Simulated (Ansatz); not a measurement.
```xyz
10

O     1.795    0.141   -1.370
Si    0.281    0.278   -0.794
Cl   -0.899    0.437   -2.479
N    -0.192   -0.858    0.365
C    -0.600    0.018    1.449
S    -0.130    1.661    0.751
H     1.915    0.298   -2.308
H    -0.453   -1.828    0.366
H    -0.045   -0.153    2.374
H    -1.675    0.004    1.646
```

Total charge 0; spin multiplicity 1.

Q: List the r2SCAN/def2-TZVPP orbital energies in eV (the Gaussian-basis code of Ansatz). (Best estimate.)

A: The calculation gave: Occupied: -2753.30, -2408.93, -1792.92, -516.29, -385.41, -275.14, -254.71, -213.37, -193.23, -193.11, -193.10, -157.46, -157.35, -157.23, -143.10, -98.01, -97.98, -97.93, -26.98, -24.07, -21.43, -19.31, -16.57, -14.38, -13.59, -12.08, -11.59, -11.07, -9.72, -9.31, -8.94, -8.45, -8.22, -7.92, -6.49, -6.19. Lowest empty: -0.64, 0.12, 0.60, 1.16, 1.43, 2.17, 2.68, 2.84.
